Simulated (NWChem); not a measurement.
System: NbNHCl₃; SMILES [NH]=[Nb]([Cl])([Cl])[Cl]

NWChem input:

```
start job
memory heap 200 mb stack 900 mb global 1100 mb
geometry units angstroms noautoz
  Nb     0.000000     0.000000    -0.203265
  N      0.000000     0.000000    -1.923136
  H      0.000000     0.000000    -2.940384
  Cl     1.275527    -1.786553     0.460377
  Cl     0.909436     1.997915     0.460377
  Cl    -2.184964    -0.211363     0.460377
end
basis spherical
  * library def2-svp
end
ecp
  Nb library def2-ecp
end
dft
  xc mn15
  iterations 150
  mulliken
end
task dft gradient
```

Excerpt of the output:

```
             Northwest Computational Chemistry Package (NWChem) 7.3.0
             --------------------------------------------------------

 C3V symmetry detected

                             Geometry "geometry" -> ""
                             -------------------------

 Output coordinates in angstroms (scale by  1.889725989 to convert to a.u.)

  No.       Tag          Charge          X              Y              Z
 ---- ---------------- ---------- -------------- -------------- --------------
    1 Nb                  41.0000    -0.00000000    -0.00000000    -0.19069526
    2 N                    7.0000    -0.00000000    -0.00000000    -1.91056626
    3 H                    1.0000     0.00000000     0.00000000    -2.92781426
    4 Cl                  17.0000     1.55221460     1.55221460     0.47294674
    5 Cl                  17.0000    -2.12036457     0.56814997     0.47294674
    6 Cl                  17.0000     0.56814997    -2.12036457     0.47294674

 Effective nuclear repulsion energy (a.u.)     768.0099846483

      Symmetry information
      --------------------

 Group name             C3v
 Group number             17
 Group order               6
 No. of unique centers     4

                                 NWChem DFT Module
                                 -----------------

 Summary of "ao basis" -> "ao basis" (spherical)
 ------------------------------------------------------------------------------
       Tag                 Description            Shells   Functions and Types
 ---------------- ------------------------------  ------  ---------------------
 Nb                         def2-svp                11       31   5s3p2d1f
 N                          def2-svp                 6       14   3s2p1d
 H                          def2-svp                 3        5   2s1p
 Cl                         def2-svp                 8       18   4s3p1d

      Symmetry analysis of basis
      --------------------------

        a1         34
        a2          6
        e          64

  Rotation of axis

            General Information
            -------------------
          SCF calculation type: DFT
          Wavefunction type:  closed shell.
          No. of atoms     :     6
          No. of electrons :    72
           Alpha electrons :    36
            Beta electrons :    36
          Charge           :     0
          Spin multiplicity:     1
          Use of symmetry is: on ; symmetry adaption is: on
          Maximum number of iterations: 150
          AO basis - number of functions:   104
                     number of shells:    44
          Convergence on energy requested:  1.00D-06
          Convergence on density requested:  1.00D-05
          Convergence on gradient requested:  5.00D-04

              XC Information
              --------------
                         MN15 Method XC Functional
                     Hartree-Fock (Exact) Exchange  0.440
                          MN15 Exchange Functional  1.000
                        MN15 Correlation Potential  1.000

             Grid Information
             ----------------
          Grid used for XC integration:  medium
          Radial quadrature: Mura-Knowles
          Angular quadrature: Lebedev.
          Tag              B.-S. Rad. Rad. Pts. Rad. Cut. Ang. Pts.
          ---              ---------- --------- --------- ---------
          Nb                  1.45      123           9.0       590
          N                   0.65       49           8.0       434
          H                   0.35       45          11.0       434
          Cl                  1.00       88          11.0       590
          Grid pruning is: on
          Number of quadrature shells:   305
          Spatial weights used:  Erf1

      Superposition of Atomic Density Guess
      -------------------------------------

 Sum of atomic energies:       -1497.46575517

      Non-variational initial energy
      ------------------------------

 Total energy =   -1489.581739
 1-e energy   =   -2816.653452
 2-e energy   =     954.293113
 HOMO         =      -0.389567
 LUMO         =      -0.005207

      Symmetry analysis of molecular orbitals - initial
      -------------------------------------------------

  Numbering of irreducible representations:

     1 a1          2 a2          3 e

  Orbital symmetries:

     1 a1          2 e           3 e           4 a1          5 a1
     6 e           7 e           8 a1          9 e          10 e
    11 e          12 e          13 a1         14 e          15 e
    16 a2         17 a1         18 a1         19 e          20 e
    21 a1         22 a1         23 e          24 e          25 a1
    26 a1         27 e          28 e          29 e          30 e
    31 a1         32 e          33 e          34 a2         35 e
    36 e          37 e          38 e          39 a1         40 a1
    41 e          42 e          43 a1         44 e          45 e
    46 a1

     ---------------------------------------------
      Total Density - Mulliken Population Analysis
     ---------------------------------------------

    Atom       Charge   Shell Charges
 -----------   ------   -------------------------------------------------------
    1 Nb  13    10.62  -0.33  1.61  0.75  0.31  0.04  5.91  0.32  0.14  1.43  0.36  0.07
    2 N    7     8.12   1.99  1.11  0.55  2.73  1.73  0.01
    3 H    1     0.76   0.59  0.12  0.04
    4 Cl  17    17.50   2.00  1.99  1.23  0.72  5.94  2.20  3.41  0.01
    5 Cl  17    17.50   2.00  1.99  1.23  0.72  5.94  2.20  3.41  0.01
    6 Cl  17    17.50   2.00  1.99  1.23  0.72  5.94  2.20  3.41  0.01

   convergence    iter        energy       DeltaE   RMS-Dens  Diis-err
 ---------------- ----- ----------------- --------- --------- ---------
 d= 0,ls=0.0,diis     1  -1491.7839908084 -1.86D+03  3.83D-02  3.05D+00
 d= 0,ls=0.0,diis     2  -1488.3379437692  3.45D+00  2.92D-02  3.14D+01
 d= 0,ls=0.0,diis     3  -1492.1322372817 -3.79D+00  2.32D-03  1.98D-02
 d= 0,ls=0.0,diis     4  -1492.1303046986  1.93D-03  1.34D-03  3.84D-02
 d= 0,ls=0.0,diis     5  -1492.1352190811 -4.91D-03  2.04D-04  6.60D-04
  Resetting Diis
 d= 0,ls=0.0,diis     6  -1492.1353037012 -8.46D-05  4.11D-05  3.36D-05
 d= 0,ls=0.0,diis     7  -1492.1353078268 -4.13D-06  1.26D-05  8.71D-07
 d= 0,ls=0.0,diis     8  -1492.1353078306 -3.80D-09  8.17D-06  1.22D-06

         Total DFT energy =    -1492.135307830624
      One electron energy =    -2820.580059274889
           Coulomb energy =     1053.991341722447
    Exchange-Corr. energy =      -98.325189590631
 Nuclear repulsion energy =      372.778599312450

 Numeric. integr. density =       71.999999170267

                  Occupations of the irreducible representations
                  ----------------------------------------------

                     irrep           alpha         beta
                     --------     --------     --------
                     a1               12.0         12.0
                     a2                2.0          2.0
                     e                22.0         22.0

                       DFT Final Molecular Orbital Analysis
                       ------------------------------------

 Vector   34  Occ=2.000000D+00  E=-3.695594D-01  Symmetry=a2
              MO Center= -7.7D-14, -4.1D-15,  4.6D-01, r^2= 5.8D+00
   Bfn.  Coefficient  Atom+Function         Bfn.  Coefficient  Atom+Function
  ----- ------------  ---------------      ----- ------------  ---------------
    80      0.360935  5 Cl py                97     -0.360935  6 Cl px
    77      0.280254  5 Cl py                94     -0.280254  6 Cl px
    61      0.264223  4 Cl px                62     -0.264223  4 Cl py
    58      0.205160  4 Cl px                59     -0.205160  4 Cl py
    74      0.159982  5 Cl py                91     -0.159982  6 Cl px

 Vector   35  Occ=2.000000D+00  E=-3.490490D-01  Symmetry=e
              MO Center=  4.0D-01,  3.8D-01, -5.8D-01, r^2= 4.4D+00
   Bfn.  Coefficient  Atom+Function         Bfn.  Coefficient  Atom+Function
  ----- ------------  ---------------      ----- ------------  ---------------
    63      0.341327  4 Cl pz                36     -0.283541  2 N  py
    35     -0.278320  2 N  px                60      0.266776  4 Cl pz
    39      0.211527  2 N  py                38      0.207632  2 N  px
    99     -0.173410  6 Cl pz                81     -0.167917  5 Cl pz
    16     -0.155458  1 Nb d -1              18      0.152595  1 Nb d  1

 Vector   36  Occ=2.000000D+00  E=-3.490490D-01  Symmetry=e
              MO Center= -4.0D-01, -3.8D-01, -5.8D-01, r^2= 4.4D+00
   Bfn.  Coefficient  Atom+Function         Bfn.  Coefficient  Atom+Function
  ----- ------------  ---------------      ----- ------------  ---------------
    81      0.297184  5 Cl pz                99     -0.294012  6 Cl pz
    35      0.283541  2 N  px                36     -0.278320  2 N  py
    78      0.232274  5 Cl pz                96     -0.229795  6 Cl pz
    38     -0.211527  2 N  px                39      0.207632  2 N  py
    79      0.156332  5 Cl px                18     -0.155458  1 Nb d  1

 Vector   37  Occ=0.000000D+00  E=-8.259438D-02  Symmetry=e
              MO Center=  2.7D-02, -2.1D-01, -5.7D-02, r^2= 2.6D+00
   Bfn.  Coefficient  Atom+Function         Bfn.  Coefficient  Atom+Function
  ----- ------------  ---------------      ----- ------------  ---------------
    15      0.692244  1 Nb d -2              19     -0.339979  1 Nb d  2
    97      0.278538  6 Cl px                18      0.272546  1 Nb d  1
    20      0.223192  1 Nb d -2              61      0.183146  4 Cl px
    94      0.167622  6 Cl px                79      0.158630  5 Cl px
     6      0.145461  1 Nb px                63      0.142455  4 Cl pz

 Vector   38  Occ=0.000000D+00  E=-8.259438D-02  Symmetry=e
              MO Center= -2.7D-02,  2.1D-01, -5.7D-02, r^2= 2.6D+00
   Bfn.  Coefficient  Atom+Function         Bfn.  Coefficient  Atom+Function
  ----- ------------  ---------------      ----- ------------  ---------------
    19      0.692244  1 Nb d  2              15      0.339979  1 Nb d -2
    16     -0.272546  1 Nb d -1              80      0.254912  5 Cl py
    62      0.230397  4 Cl py                24      0.223192  1 Nb d  2
    99     -0.158351  6 Cl pz                77      0.150261  5 Cl py
     7      0.145461  1 Nb py                61     -0.139793  4 Cl px

 Vector   39  Occ=0.000000D+00  E=-2.842204D-02  Symmetry=a1
              MO Center= -8.1D-16, -4.0D-14, -2.2D-01, r^2= 3.5D+00
   Bfn.  Coefficient  Atom+Function         Bfn.  Coefficient  Atom+Function
  ----- ------------  ---------------      ----- ------------  ---------------
    17      0.655202  1 Nb d  0              34     -0.481791  2 N  s
    22      0.330824  1 Nb d  0               8     -0.326659  1 Nb pz
    11      0.320864  1 Nb pz                47      0.307485  3 H  s
    46      0.227596  3 H  s                  4     -0.226124  1 Nb s
    63     -0.222944  4 Cl pz                81     -0.222944  5 Cl pz

     ---------------------------------------------
      Total Density - Mulliken Population Analysis
     ---------------------------------------------

    Atom       Charge   Shell Charges
 -----------   ------   -------------------------------------------------------
    1 Nb  13    12.41  -0.34  1.67  0.70  0.36 -0.02  5.94  0.55  0.19  2.64  0.62  0.09
    2 N    7     7.21   1.99  1.02  0.53  2.37  1.30  0.01
    3 H    1     0.84   0.70  0.10  0.04
    4 Cl  17    17.18   2.00  1.97  1.24  0.72  5.93  2.24  3.06  0.02
    5 Cl  17    17.18   2.00  1.97  1.24  0.72  5.93  2.24  3.06  0.02
    6 Cl  17    17.18   2.00  1.97  1.24  0.72  5.93  2.24  3.06  0.02

     -------------------------------------------
      Total Density - Lowdin Population Analysis
     -------------------------------------------

    Atom       Charge   Shell Charges
 -----------   ------   -------------------------------------------------------
    1 Nb  13    13.58   0.01  1.03  0.87  0.37  0.15  5.54  1.06  0.47  2.43  1.51  0.15
    2 N    7     7.02   1.97  0.78  0.46  2.19  1.59  0.03
    3 H    1     0.90   0.57  0.20  0.12
    4 Cl  17    16.83   2.00  1.95  1.00  0.74  5.83  2.32  2.97  0.02
    5 Cl  17    16.83   2.00  1.95  1.00  0.74  5.83  2.32  2.97  0.02
    6 Cl  17    16.83   2.00  1.95  1.00  0.74  5.83  2.32  2.97  0.02

     Multipole analysis of the density
     ---------------------------------

     L   x y z        total         alpha         beta         nuclear
     -   - - -        -----         -----         ----         -------
     0   0 0 0     -0.000000    -36.000000    -36.000000     72.000000

     1   1 0 0     -0.000000     -0.000000     -0.000000     -0.000000
     1   0 1 0     -0.000000     -0.000000     -0.000000      0.000000
     1   0 0 1     -0.681833     -5.385981     -5.385981     10.090130

     2   2 0 0    -51.462375   -245.133590   -245.133590    438.804805
     2   1 1 0      0.000000      0.000000      0.000000      0.000000
     2   1 0 1     -0.000000     -0.000000     -0.000000     -0.000000
     2   0 2 0    -51.462375   -245.133590   -245.133590    438.804805
     2   0 1 1     -0.000000     -0.000000     -0.000000      0.000000
     2   0 0 2    -43.827355   -104.055818   -104.055818    164.284281

            General Information
            -------------------
          SCF calculation type: DFT
          Wavefunction type:  closed shell.
          No. of atoms     :     6
          No. of electrons :    72
           Alpha electrons :    36
            Beta electrons :    36
          Charge           :     0
          Spin multiplicity:     1
          Use of symmetry is: on ; symmetry adaption is: on
          Maximum number of iterations: 150
          AO basis - number of functions:   104
                     number of shells:    44
          Convergence on energy requested:  1.00D-06
          Convergence on density requested:  1.00D-05
          Convergence on gradient requested:  5.00D-04

              XC Information
              --------------
                         MN15 Method XC Functional
                     Hartree-Fock (Exact) Exchange  0.440
                          MN15 Exchange Functional  1.000
                        MN15 Correlation Potential  1.000

             Grid Information
             ----------------
          Grid used for XC integration:  medium
          Radial quadrature: Mura-Knowles
          Angular quadrature: Lebedev.
          Tag              B.-S. Rad. Rad. Pts. Rad. Cut. Ang. Pts.
          ---              ---------- --------- --------- ---------
          Nb                  1.45      123           9.0       590
          N                   0.65       49           8.0       434
          H                   0.35       45          11.0       434
          Cl                  1.00       88          11.0       590
          Grid pruning is: on
          Number of quadrature shells:   305
          Spatial weights used:  Erf1

[...]

                         DFT ENERGY GRADIENTS

    atom               coordinates                        gradient
                 x          y          z           x          y          z
   1 Nb     -0.000000  -0.000000  -0.360362    0.000000   0.000000  -0.004187
   2 N      -0.000000  -0.000000  -3.610447   -0.000000  -0.000000  -0.001428
   3 H       0.000000   0.000000  -5.532767   -0.000000   0.000000   0.002691
   4 Cl      2.933260   2.933260   0.893740    0.002450   0.002450   0.000975
   5 Cl     -4.006908   1.073648   0.893740   -0.003346   0.000897   0.000975
   6 Cl      1.073648  -4.006908   0.893740    0.000897  -0.003346   0.000975
```

Level: MN15/def2-SVP with def2 effective core potentials on Nb. Structure relaxed at the PBE0/def2-SVP level. No frequency run checked for a minimum. def2 effective core potentials on Nb; no spin-orbit coupling.
